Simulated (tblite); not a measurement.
C₄H₈F₄SeSi.
SMILES with atom numbers: `[F:1][C@H:2]([CH2:3][CH2:4][C:5]([F:6])([F:7])[F:8])[Se:9][SiH3:10]` (hydrogens: H11 on C2; H12, H13 on C3; H14, H15 on C4; H16, H17, H18 on Si10)

Computed with GFN2-xTB (tblite), gas phase: L-BFGS steps from a force-field or distance-geometry start until the largest atomic force falls under 0.01 eV/Å.

Step 43: E = -993.9176 eV
```
atom  x, y, z in Å  |  force x, y, z in eV/Å
F1      0.8881   -0.9302    1.3433    0.017   0.001   0.002
C2      0.7124   -0.0323    0.3257   -0.031   0.009   0.005
C3     -0.6690   -0.1938   -0.2821   -0.004   0.001   0.000
C4     -1.7544    0.0973    0.7564    0.015   0.000  -0.004
C5     -3.1399   -0.0005    0.1499    0.024  -0.003  -0.001
F6     -4.0959    0.2574    1.0560   -0.001  -0.004  -0.012
F7     -3.4035   -1.2138   -0.3513    0.006  -0.018   0.005
F8     -3.3194    0.8727   -0.8525   -0.005   0.016  -0.005
Se9     2.1249   -0.3232   -1.0330    0.014  -0.004  -0.012
Si10    3.9224    0.1177    0.3235   -0.005   0.005   0.006
H11     0.8597    0.9634    0.7628   -0.004   0.007  -0.001
H12    -0.7740   -1.2163   -0.6540    0.002  -0.006   0.011
H13    -0.7572    0.4891   -1.1301    0.003   0.018   0.007
H14    -1.6465    1.1069    1.1594    0.000   0.002  -0.003
H15    -1.6966   -0.6197    1.5777   -0.005  -0.003   0.010
H16     5.0629    0.0006   -0.5722   -0.010  -0.010  -0.005
H17     3.7452    1.4791    0.8296   -0.011  -0.006   0.002
H18     3.9318   -0.8480    1.4154   -0.006  -0.005  -0.007
```

Step 44: E = -993.9177 eV
```
atom  x, y, z in Å  |  force x, y, z in eV/Å
F1      0.8884   -0.9269    1.3450    0.024   0.004  -0.001
C2      0.7131   -0.0297    0.3268   -0.052   0.012   0.005
C3     -0.6687   -0.1926   -0.2806   -0.005   0.001   0.004
C4     -1.7554    0.0978    0.7574    0.022  -0.002  -0.010
C5     -3.1400   -0.0015    0.1489    0.032  -0.002   0.003
F6     -4.0980    0.2552    1.0531   -0.002  -0.002  -0.006
F7     -3.4009   -1.2152   -0.3523    0.005  -0.020   0.002
F8     -3.3187    0.8714   -0.8537   -0.007   0.019  -0.012
Se9     2.1239   -0.3208   -1.0333    0.017  -0.007  -0.009
Si10    3.9228    0.1162    0.3229   -0.012   0.006   0.003
H11     0.8603    0.9667    0.7628   -0.004   0.002  -0.001
H12    -0.7721   -1.2161   -0.6506    0.001   0.001   0.007
H13    -0.7583    0.4898   -1.1292    0.007   0.010   0.010
H14    -1.6477    1.1075    1.1604   -0.004  -0.004  -0.002
H15    -1.6985   -0.6200    1.5780   -0.001   0.001   0.013
H16     5.0620   -0.0011   -0.5736   -0.002  -0.010  -0.011
H17     3.7462    1.4771    0.8299   -0.010  -0.004   0.006
H18     3.9328   -0.8516    1.4125   -0.007  -0.007  -0.002
```

**Question.** Estimate the geometry and energy of step 45. (The exact step hangs on the optimiser's Hessian estimate; all steps are aligned on step 44, rigid shifts and turns removed.)

**Answer.** E = -993.9179 eV, largest force 0.056 eV/Å
```
atom  x, y, z in Å  |  force x, y, z in eV/Å
F1      0.8892   -0.9217    1.3477    0.028   0.009  -0.005
C2      0.7134   -0.0255    0.3285   -0.054   0.013   0.001
C3     -0.6685   -0.1909   -0.2783   -0.005   0.000   0.008
C4     -1.7565    0.0984    0.7587    0.021  -0.003  -0.012
C5     -3.1398   -0.0029    0.1473    0.029   0.000   0.004
F6     -4.1010    0.2520    1.0486    0.000   0.000   0.000
F7     -3.3972   -1.2176   -0.3536    0.006  -0.016  -0.003
F8     -3.3180    0.8697   -0.8556   -0.006   0.016  -0.016
Se9     2.1227   -0.3172   -1.0336    0.013  -0.009  -0.002
Si10    3.9233    0.1141    0.3220   -0.018   0.003  -0.003
H11     0.8607    0.9716    0.7629   -0.007  -0.003   0.000
H12    -0.7692   -1.2158   -0.6457   -0.003   0.010  -0.001
H13    -0.7599    0.4908   -1.1275    0.010  -0.001   0.013
H14    -1.6497    1.1083    1.1617   -0.009  -0.009   0.000
H15    -1.7014   -0.6204    1.5786    0.005   0.007   0.015
H16     5.0606   -0.0038   -0.5761    0.006  -0.008  -0.016
H17     3.7480    1.4741    0.8306   -0.009   0.001   0.010
H18     3.9346   -0.8570    1.4082   -0.009  -0.009   0.005
```

The energy changes by -0.0002 eV. The first-order estimate −F·Δx gives -0.0002 eV and the mean of the old and new forces, exact on a quadratic surface, -0.0002 eV. The step makes an angle of 81° with the force vector and moves no atom by more than 0.007 Å.

What follows is the cost of the whole relaxation. On an Arm Neoverse N1 with one thread, shared host with 64 logical CPUs at a one-minute load of 61, this took 1.3 s of wall time.
